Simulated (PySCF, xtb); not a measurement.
C4H5BO, SMILES O1CB(C#C)C1.

xtb with GFN2-xTB at its own geometry gives an orbital gap of 2.92 eV and a dipole moment of 2.40 D.

Geometry optimised at PBE0-D3(BJ)/def2-SVP. This is a generated structure with no PubChem entry under its InChIKey; it may be hypothetical.

**Question.** What does r2SCAN/def2-TZVP in PySCF give? (The exact figures need the calculation; the answer reports its results.)

**Answer.** gap 3.34 eV (levels -6.09 and -2.74 eV), dipole 2.28 D.
